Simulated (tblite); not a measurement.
Species: C6H12N2.
Cartesian coordinates in Å at the GFN2-xTB level; atoms count from 1:
```
atom  x, y, z in Å
C1     2.7766    0.1502   -0.6719
C2     1.6147   -0.4737   -0.8459
N3     0.5420   -0.5142    0.0241
N4     0.4069    0.4663    1.0386
C5    -0.3639    1.5544    0.4376
C6    -1.3862    0.8010   -0.4258
C7    -0.8046   -0.6341   -0.5146
C8    -1.6000   -1.6203    0.3342
H9     3.5750    0.0201   -1.3778
H10    2.9875    0.7950    0.1649
H11    1.4738   -1.1210   -1.7019
H12    1.3219    0.7567    1.3666
H13    0.2526    2.2193   -0.1857
H14   -0.8267    2.1427    1.2303
H15   -2.3669    0.7851    0.0441
H16   -1.4804    1.2537   -1.4114
H17   -0.7611   -0.9892   -1.5472
H18   -1.1372   -2.6029    0.2926
H19   -1.6077   -1.2832    1.3666
H20   -2.6215   -1.6952   -0.0302
```

Computed with GFN2-xTB (tblite): harmonic, unscaled wavenumbers at the GFN2-xTB geometry, gas phase. This tight-binding method is rough: wavenumbers can miss measured ones by several per cent, in bad cases by 10 to 20. One conformer, not necessarily the lowest.

Harmonic wavenumbers (cm⁻¹): 44.3, 96.4, 153.0, 218.8, 248.5, 305.4, 348.0, 458.6, 543.8, 587.9, 654.5, 669.5, 793.6, 814.6, 848.0, 885.5, 906.1, 979.4, 990.1, 997.2, 1016.8, 1030.6, 1076.3, 1110.0, 1135.4, 1149.7, 1186.4, 1202.1, 1212.7, 1246.3, 1279.5, 1285.9, 1312.0, 1322.2, 1354.9, 1397.4, 1430.2, 1471.5, 1483.3, 1490.3, 1497.8, 1691.6, 2859.1, 2954.6, 2992.5, 3010.2, 3025.1, 3039.5, 3046.1, 3050.5, 3060.3, 3101.0, 3149.1, 3386.8.

A = 3288, B = 1760, C = 1416 MHz; mass 112.100 u (most abundant isotopes); point group C1, symmetry number 1.

Q: Zero-point energy?

A: Half the sum of the wavenumbers: 38300 cm⁻¹ = 458.17 kJ/mol.

Q: Entropy at 298.15 K, 1 bar (ideal gas, RRHO, classical rotation)?

A: Translation 167.71, rotation 117.42, vibration 91.79: S = 376.9 J/(mol K).

Q: And Cp and H(298.15 K) − H(0)?

A: Cp = 141.57 J/(mol K), of which vibrations give 108.31 (their classical limit is 54 R = 449.0); H(298.15 K) − H(0) = 24.78 kJ/mol without the zero-point energy, 14.86 from vibrations.

Q: How do the functions run with temperature in this model?

A: 
| T (K) | S (J/(mol K)) | Cp (J/(mol K)) | H − H(0) (kJ/mol) | G − H(0) (kJ/mol) | ln q(vib) |
| --- | --- | --- | --- | --- | --- |
| 50 | 235.4 | 48.2 | 1.98 | -9.79 | 0.41 |
| 100 | 274.2 | 65.5 | 4.82 | -22.59 | 1.25 |
| 373.15 | 412.4 | 176.2 | 36.70 | -117.20 | 6.59 |
| 500 | 471.6 | 228.7 | 62.49 | -173.29 | 9.32 |
| 750 | 579.4 | 302.6 | 129.61 | -304.95 | 14.92 |
| 1000 | 673.5 | 350.6 | 211.65 | -461.84 | 20.41 |

q(vib) and H(0) count from the zero-point level.

Q: What must be added to the electronic energy to get the Gibbs energy at 298.15 K and 1 bar?

A: ZPE + [H(298.15 K) − H(0)] − T·S = 458.17 + 24.78 − 112.38 = 370.57 kJ/mol.

Q: Which modes carry the vibrational entropy at 298.15 K?

A: 44.3 cm⁻¹: 21.16; 96.4 cm⁻¹: 14.75; 153.0 cm⁻¹: 11.02; 218.8 cm⁻¹: 8.24; 248.5 cm⁻¹: 7.29; 305.4 cm⁻¹: 5.80 J/(mol K); the other 48 give 23.52 together.

Q: Blend soft modes into free rotors: weight 1/[1 + (100 cm⁻¹/ν̃)⁴] for the oscillator and the rest for a rotor with moment μB/(μ + B), μ = h/(8π²ν), B = 10⁻⁴⁴ kg m². What vibrational entropy results?

A: 84.70 J/(mol K) in place of 91.79, which changes −T·S at 298.15 K by +2.11 kJ/mol.

Hindered rotation and anharmonicity are outside this model. Other conformers, if any are populated, would add a mixing term that is left out. The structure is chiral; the term R ln 2 for an equal mix with its mirror image is left out.
